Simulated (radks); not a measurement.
Values are calculated unless marked as measured or tabulated.
Question: Valence configurations of neutral calcium (all share [Ar]). Level of theory: scalar-relativistic Kohn-Sham, r2SCAN, spin-polarised, spherical densities, finite nucleus; open shells are filled with parallel spins first; meta-GGA in the generalised Kohn-Sham scheme; Fermi nuclear charge, rms radius 3.4776 fm (a radial shooting solver on a logarithmic mesh with Libxc functionals). Order these by energy: 3d0.5 4s1.5; 4p2; 4s1 4p1; 3d1.5 4s0.5; 3d1 4s1; 4s1.5 4p0.5; 4s2; 3d2.

Answer: From the lowest, in eV above it: 4s2 0.000; 3d0.5 4s1.5 1.044; 4s1.5 4p0.5 1.048; 4s1 4p1 1.641; 3d1 4s1 1.832; 3d1.5 4s0.5 3.317; 4p2 4.287; 3d2 4.689. NIST lists [Ar] 4s2 as the ground configuration; this level of theory agrees among the configurations tried. The energies are those of spherical high-spin densities, not of single terms.
